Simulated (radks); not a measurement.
Valence configurations of neutral praseodymium (all share [Xe]). All-electron calculation, Dirac Kohn-Sham, PBE, spin-unpolarised, spherical densities, point nucleus; open shells are shared between the two j in proportion to 2j + 1. Program: a radial shooting solver on a logarithmic mesh with Libxc functionals. Energies are relative to 4f3 6s2; eigenvalues in eV.

4f3 6s2: E (eV) 0.000; e(4f5/2) -1.445; e(4f7/2) -1.105
4f3 6s1.5 6p0.5: E (eV) 1.118; e(4f5/2) -2.017; e(4f7/2) -1.676; e(6p1/2) -1.643
4f3 5d1 6s1: E (eV) 1.563; e(4f5/2) -0.409; e(4f7/2) -0.074; e(5d3/2) -1.463; e(5d5/2) -1.326
4f3 5d1 6s0.5 6p0.5: E (eV) 2.574; e(4f5/2) -0.892; e(4f7/2) -0.555; e(5d3/2) -1.871; e(5d5/2) -1.726; e(6p1/2) -1.405
4f2 6s2 6p1: E (eV) 3.334; e(4f5/2) -9.520; e(4f7/2) -9.125; e(6p1/2) -2.360
4f1 5d2 6s2: E (eV) 6.774; e(4f5/2) -12.554; e(4f7/2) -12.115; e(5d3/2) -4.175; e(5d5/2) -3.904
4f1 6s2 6p2: E (eV) 14.788; e(4f5/2) -19.324; e(4f7/2) -18.879; e(6p1/2) -3.276
4f0.5 5d0.5 6s2 6p2: E (eV) 20.792; e(4f5/2) -22.876; e(4f7/2) -22.408; e(5d3/2) -9.391; e(5d5/2) -9.010; e(6p1/2) -3.325
4f0.5 6s2 6p2.5: E (eV) 24.022; e(4f5/2) -24.665; e(4f7/2) -24.195; e(6p1/2) -3.717

NIST lists [Xe] 4f3 6s2 as the ground configuration; this level of theory agrees among the configurations tried. The energies are those of spherical spin-averaged densities, not of single terms. No valid solution was reached for [Xe] 4f3.5 6s1.5.
